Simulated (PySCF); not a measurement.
Method used: core-valence-separated Tamm–Dancoff BHandHLYP/aug-pcX-1 (pcseg-1 on H) in PySCF, non-relativistic, gas phase, PBE0-D3(BJ)/def2-SVP geometry. BHandHLYP without relativity tends to put these K edges a few eV too low, so spacings mean more than positions.

Main lines of an unknown, eV (oscillator strength): C K: 282.4 (0.055), 282.4 (0.062), 282.7 (0.053), 283.1 (0.053), 285.6 (0.007); F K: 685.5 (0.025), 686.7 (0.012), 687.3 (0.004), 687.8 (0.003), 688.0 (0.004). Listed: the first five lines at most of each edge with a tenth or more of its strongest line's intensity; roots within 0.03 eV on the same or equivalent atoms are summed. Only the lowest roots were sought, and the top ones are left out.

Question: Which candidate gives them?
A. `C=C/C(=C\C)CF`
B. `C=C/C(=C/C)CF`
C. `C12(C[C@@H]2F)CCC1`
D. `C=C=CC[C@H](C)F`

Answer: A. 

- `C=C/C(=C\C)CF`: C K: 282.4 (0.055), 282.4 (0.062), 282.7 (0.053), 283.1 (0.053), 285.6 (0.007); F K: 685.5 (0.025), 686.7 (0.012), 687.3 (0.004), 687.8 (0.003), 688.0 (0.004). First C line listed at 282.4 eV, hole on the terminal =CH2 carbon (1s→π*); first F line listed at 685.5 eV, hole on the alkyl fluorine.
- `C=C=CC[C@H](C)F`: C K: 283.1 (0.065), 283.2 (0.056), 283.2 (0.064), 283.4 (0.058), 285.4 (0.008); F K: 685.5 (0.031), 686.3 (0.005). First C line listed at 283.1 eV, hole on the central carbon of cumulated double bonds; first F line listed at 685.5 eV, hole on the alkyl fluorine.
- `F[C@H]1CC12CCC2`: C K: 285.6 (0.010), 285.6 (0.014), 285.7 (0.012), 285.8 (0.014), 285.9 (0.018); F K: 685.6 (0.026), 686.7 (0.010), 687.2 (0.003), 687.3 (0.003), 687.8 (0.004). First C line listed at 285.6 eV, hole on the four-membered-ring carbon; first F line listed at 685.6 eV, hole on the alkyl fluorine.
- `C=C/C(=C/C)CF`: C K: 282.3 (0.057), 282.5 (0.062), 282.8 (0.048), 282.9 (0.061), 285.6 (0.007); F K: 684.7 (0.025), 686.4 (0.007), 687.6 (0.005). First C line listed at 282.3 eV, hole on the terminal =CH2 carbon (1s→π*); first F line listed at 684.7 eV, hole on the alkyl fluorine.

One conformer each; other structures than these candidates weren't tested.

Shape of the structure used: `[CH2:1]=[CH:2]/[C:3](=[CH:4]\[CH3:5])[CH2:6][F:7]`: C1–C2–C3–C4 -179°, C2–C3–C6–F7 180°.
